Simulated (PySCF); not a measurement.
Vertical excitations of a molecule C3H8O2Si from TDA-CAM-B3LYP/def2-SVPD (PySCF), as energy in eV (oscillator strength): 6.65 (0.007), 7.43 (0.004), 7.56 (0.169), 7.73 (0.392), 7.84 (0.057), 7.96 (0.037), 8.08 (0.005), 8.30 (0.063), 8.39 (0.024), 8.43 (0.003). Lowest triplet (TDA): 4.22 eV. Geometry optimised at PBE0-D3(BJ)/def2-SVP. Other conformers were not sampled.

Task: Identify the compound among the candidates.
A. C1CO[SiH2]CO1
B. C=C[SiH](O)OC
C. O=C[SiH2]CCO
D. CO[C@@H]([SiH3])C=O

Result: B, C=C[SiH](O)OC
